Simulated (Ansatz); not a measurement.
`CC(=O)CC(=O)C(F)(F)F`, 15 atoms. Charge 0, multiplicity 1. Hardware: A = 2 threads of an AMD EPYC 7R13 on a shared host and a share of an NVIDIA H100 80 GB; B = 2 threads of an AMD EPYC 7R13 on a shared host. Correlated methods freeze the cores.

Problem. How many basis functions does each run have, and how long does it take in Ansatz? RHF-CCSD(T)/def2-TZVPP energy [A]; RKS ωB97M-V/def2-SVP energy [B]; RKS ωB97M-V/def2-TZVPP energy and forces [A]; RKS HSE06 (plane-wave form)-D4/def2-TZVPP energy [A]; RKS PBE0-D4/def2-SVP energy [B]; RHF-CCSD(T)/def2-SVP energy [A]; RKS LC-ωPBE/def2-TZVPP energy [A]; RKS ωB97M-V/def2-QZVPP energy [A]; RKS r2SCANh-D4/def2-TZVPP energy [A]; RHF-MP2/def2-QZVPP energy [A]; RKS PBE0-D4/def2-QZVPP energy [A]; direct RPA on PBE orbitals/def2-TZVPP energy [A]. (Best estimate.)

Solution. Ansatz gave: Other jobs shared the machine, so times are rough.

| level | job | functions | wall time | peak host memory (GiB) |
| --- | --- | --- | --- | --- |
| RHF-CCSD(T)/def2-SVP | energy [A] | 165 | 2.6 s | 0.83 |
| RKS HSE06 (plane-wave form)-D4/def2-TZVPP | energy [A] | 380 | 3.2 s | 0.93 |
| direct RPA on PBE orbitals/def2-TZVPP | energy [A] | 380 | 4.3 s | 1.8 |
| RKS LC-ωPBE/def2-TZVPP | energy [A] | 380 | 4.5 s | 0.94 |
| RKS PBE0-D4/def2-SVP | energy [B] | 165 | 4.6 s | 0.6 |
| RKS r2SCANh-D4/def2-TZVPP | energy [A] | 380 | 4.9 s | 0.94 |
| RHF-MP2/def2-QZVPP | energy [A] | 720 | 5.5 s | 1.4 |
| RKS PBE0-D4/def2-QZVPP | energy [A] | 720 | 6.5 s | 1.3 |
| RKS ωB97M-V/def2-TZVPP | energy and forces [A] | 380 | 8 s | 1.1 |
| RKS ωB97M-V/def2-QZVPP | energy [A] | 720 | 9.1 s | 1.4 |
| RKS ωB97M-V/def2-SVP | energy [B] | 165 | 14 s | 0.76 |
| RHF-CCSD(T)/def2-TZVPP | energy [A] | 380 | 18 s | 1.7 |

LC-ωPBE has ω = 0.4 bohr⁻¹.
